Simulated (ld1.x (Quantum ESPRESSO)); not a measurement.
# Li (Z = 3): one change to a TM semilocal potential, before and after

lithium, norm-conserving Troullier–Martins (semilocal form), made with ld1.x (Quantum ESPRESSO) 7.5 (PBE, scalar-relativistic). Core none, reference 1s2 2s0 2p0 (charge +1). Waves: 2p (bound, empty): rc 4.20 bohr; 1s (bound): rc 0.40 bohr. Local part: the s channel. Core correction: none.

All-electron outer shells of the reference configuration (PBE, scalar-relativistic, ld1.x):

```
shell  level (eV)  outermost node (bohr)  outermost maximum (bohr)
   1s      -60.41                      –                      0.36
   2s       -6.79                   0.81                      2.53
   2p       -4.75                      –                      2.53
```

Change: wave 1s (bound): rc 0.40 bohr becomes 1s (bound): rc 0.54 bohr.

Cutoffs: the cutoffs (Ry, on a coarse ladder) from which the occupation-weighted sum of valence levels, in a spherical-Bessel basis at the reference potential, stays within 10 and 1 mRy of its value at 400 Ry; they do not see the model core or the augmentation charge, which bear on the density cutoff. Errors are all-electron minus pseudo energies relative to the spin-unpolarised reference configuration.

Problem. How do hardness, ghosts and transferability respond?

Solution. Of the 4 tests that both files solve, the error grows in 3 and shrinks in 0 by more than 15 % and 0.3 meV (median size 2.3 → 4.7 meV); the range in which the s phases agree narrows (upper end at the end of the scan → 2.9); neither file shows a bound ghost. More of the atom is replaced by a form fitted at one configuration, so other configurations suffer. A semilocal file is local in each channel, so a ghost entry of none says nothing of the separable form that plane-wave codes build from it.

| quantity | base | changed |
| --- | --- | --- |
| cutoff, loose | over 300 Ry | 230 Ry |
| cutoff, tight | over 300 Ry | 300 Ry |
| bound ghosts | none | none |
| error for 1s2 2s1 2p0, meV [ΔE -5.30 eV] | -0.7 | -3.2 |
| error for 1s2 2s0.5 2p0, meV [ΔE -3.25 eV] | -0.5 | -2.2 |
| error for 1s2 2s0 2p1, meV [ΔE -3.51 eV] | +6.3 | +6.3 |
| error for 1s1 2s1 2p0, meV [ΔE 63.11 eV] | +3.8 | +23 |
| s: phases at 4.57 bohr within 0.05 rad from the reference energy up to (Ry; the scan ends near 5) | to the end of the scan | 2.9 |
| p: phases at 4.57 bohr within 0.05 rad from the reference energy up to (Ry; the scan ends near 5) | 0.2 | 0.2 |
